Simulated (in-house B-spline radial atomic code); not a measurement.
## Ionising Xe III (Xe2+) with different functionals

Computed with a B-spline radial code for spherical atoms: scalar-relativistic (spin-free X2C) Hamiltonian, Fermi nucleus of rms radius 4.7859 fm, spin-polarised at highest spin, spherical fractional occupations for the functionals, the average over the highest-spin determinants for Hartree-Fock. The ionisation energy is the difference of two self-consistent energies, [Kr] 4d10 5s2 5p4 → [Kr] 4d10 5s2 5p3, without Breit or QED terms; ε is the level of the shell that loses the electron (its least bound occupied spin orbital). There is no spin-orbit coupling in this Hamiltonian.

Hybrids are left out here: with spherical fractional occupations of an open shell their exact exchange keeps a self-interaction that integer-occupation calculations don't have.

```tsv
method	rung	ΔSCF (eV)	-ε(5p) (eV)
Hartree-Fock	Hartree-Fock	29.17	29.66
LDA VWN5	LDA	30.89	26.08
LDA PW92	LDA	30.90	26.08
LDA exchange-only	LDA	29.07	24.42
PBE	GGA	30.41	25.69
PBEsol	GGA	30.44	25.74
BLYP	GGA	30.49	25.65
RPBE	GGA	30.24	25.57
PW91	GGA	30.51	25.78
BP86	GGA	30.63	25.88
AM05	GGA	30.41	25.71
OLYP	GGA	30.04	25.42
TPSS	meta-GGA	30.32	25.70
SCAN	meta-GGA	30.24	25.69
r2SCAN	meta-GGA	30.13	25.67
revTPSS	meta-GGA	30.28	25.67
```

(1) How do they compare with the NIST value?

Results:

(1) NIST lists 31.05 eV ± 0.04 (semi-empirical, ground level to ground level). Errors run from -1.98 to -0.15 eV; LDA PW92 is closest (-0.15 eV), though others lie within the uncertainty of it, and part of that can be cancellation, since the calculations leave out spin-orbit coupling, Breit-QED terms, multiplet and fine-structure energies. Hartree-Fock also lacks correlation.
